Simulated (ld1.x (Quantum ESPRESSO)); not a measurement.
**C: excitation energies, all-electron against TM**

```json
{
 "Element": "C",
 "Generator": "ld1.x (Quantum ESPRESSO) 7.5",
 "Type": "norm-conserving Troullier–Martins (Kleinman–Bylander form)",
 "Functional": "LDA (PZ)",
 "Relativity": "scalar-relativistic",
 "Frozen core": "[He]",
 "Valence charge": "4",
 "Reference configuration": "2s2 2p2",
 "Partial waves": "2p (bound): rc 1.70 bohr; 2s (bound): rc 0.85 bohr",
 "Local potential": "the s channel",
 "Core correction": "Bessel-smoothed model core, default radius (core density twice the valence density)"
}
```

Energies are relative to the spin-unpolarised reference configuration 2s2 2p2; without spin polarisation the order of configurations can differ from experiment. Spin-polarised rows fill each open shell by Hund’s rule, majority spin first. The frozen-core shift is the all-electron ΔE with the core orbitals held at their reference shape minus the fully relaxed ΔE.

```json
{"valence configuration": "2s2 2p1", "charge": "+1", "ΔE all-electron (eV)": "10.988", "error AE − PS (meV)": "+13", "frozen-core shift (meV)": "+0.3"}
{"valence configuration": "2s2 2p0", "charge": "+2", "ΔE all-electron (eV)": "35.247", "error AE − PS (meV)": "+141", "frozen-core shift (meV)": "+4.0"}
{"valence configuration": "2s1 2p0", "charge": "+3", "ΔE all-electron (eV)": "83.217", "error AE − PS (meV)": "+304", "frozen-core shift (meV)": "+23"}
{"valence configuration": "2s2 2p1.5", "charge": "+0.5", "ΔE all-electron (eV)": "4.029", "error AE − PS (meV)": "+1.6", "frozen-core shift (meV)": "0.0"}
{"valence configuration": "2s2 2p2.3", "charge": "-0.3", "ΔE all-electron (eV)": "-1.199", "error AE − PS (meV)": "+0.2", "frozen-core shift (meV)": "0.0"}
{"valence configuration": "2s1 2p2", "charge": "+1", "ΔE all-electron (eV)": "19.482", "error AE − PS (meV)": "-6.6", "frozen-core shift (meV)": "+1.0"}
{"valence configuration": "2s1 2p3", "charge": "0", "ΔE all-electron (eV)": "8.242", "error AE − PS (meV)": "+6.7", "frozen-core shift (meV)": "+0.5"}
{"valence configuration": "2s2 2p1 (spin-polarised)", "charge": "+1", "ΔE all-electron (eV)": "10.591", "error AE − PS (meV)": "+23", "frozen-core shift (meV)": "+1.0"}
```

Q: What are ΔE and the potential's error for 2s2 2p2 (spin-polarised)?

A: ΔE = -1.128 eV all-electron; the error (AE − PS) is +27 meV.

Levels in the configuration 2s1 2p0:

```json
{"level": "2s", "all-electron (eV)": "-55.870", "pseudo (eV)": "-55.662"}
```
